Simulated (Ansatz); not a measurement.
`[NH2][Zr]([F])([Cl])[Cl]` + HBr → `[F][Zr]([Cl])([Cl])[Br]` + NH₃  (ligand exchange at a Zr–N bond)

Computed with Ansatz on PBE0-D4/def2-TZVP structures; ΔE is electronic, products minus reactants. CCSD(T)/CBS adds triple-zeta CCSD(T) − MP2 to the extrapolated MP2 energy (def2 sets, frozen cores). This one scheme is used for every species. DFT in def2-TZVPP. B3LYP here is the variant with VWN-RPA as its local correlation; programs differ in this. HSE06 is defined as in plane-wave codes. Elements past krypton have def2 core potentials. For Br, Zr outer-core shells are correlated without core-valence functions, which leaves a few kJ/mol of doubt a bond. Scalar relativity is left out up to krypton. One conformer a species, not always the lowest.

`[NH2][Zr]([F])([Cl])[Cl]`:

Cartesian coordinates in Å:
```
N 1.121 -0.429 0.400
Zr -0.648 0.172 -0.307
F -1.061 -0.983 -1.743
Cl -0.460 2.413 -0.988
Cl -2.230 0.044 1.426
H 1.620 -0.012 1.175
H 1.660 -1.204 0.036
```

HBr:

Cartesian coordinates in Å:
```
Br -0.229 -0.672 -0.010
H 0.229 0.672 0.010
```

`[F][Zr]([Cl])([Cl])[Br]`:

Z-matrix (Å, degrees):
```
Zr
F 1 1.876
Cl 1 2.321 2 109.1
Br 1 2.479 2 109.2 3 120.1
Cl 1 2.321 2 109.1 3 -119.8
```

NH₃:

Z-matrix (Å, degrees):
```
N
H 1 1.013
H 1 1.013 2 107.1
H 1 1.013 2 107.1 3 -114.5
```

(1) Is it downhill or uphill in electronic energy at CCSD(T)/CBS, and by how much? (An estimate is asked.)

(2) What do these levels give: PBE-D4, PBE0-D4, B3LYP-D4, r2SCANh-D4, B2PLYP, BLYP, r2SCAN, PBE0, HSE06, BHLYP, HF/def2-SVP, MP2/def2-TZVPP? (An estimate is asked.)

Largest T1 diagnostic among the species: 0.016.

## Answers

(1) Computed: Downhill: ΔE = -90.0 kJ/mol.

(2) The calculation gave: PBE-D4 -85.8, PBE0-D4 -88.7, B3LYP-D4 -85.2, r2SCANh-D4 -90.7, B2PLYP -88.2, BLYP -82.2, r2SCAN -90.4, PBE0 -88.3, HSE06 -88.7, BHLYP -87.4, HF/def2-SVP -78.8, MP2/def2-TZVPP -92.5 kJ/mol.

Leaving LDA and LC-ωPBE aside and taking each functional with its dispersion term where it has one, the values, not all of them listed here, spread over 11.8 kJ/mol, from PBE-QIDH to CAM-B3LYP-D4. LDA lies +4.3 kJ/mol from PBE without D4. At CCSD(T), def2-SVP lies +14.3 kJ/mol from the extrapolated value and def2-TZVPP +3.1 kJ/mol. From BLYP to BHLYP (50 % exact exchange), in def2-TZVPP and without D4, ΔE moves by −5.2 kJ/mol.
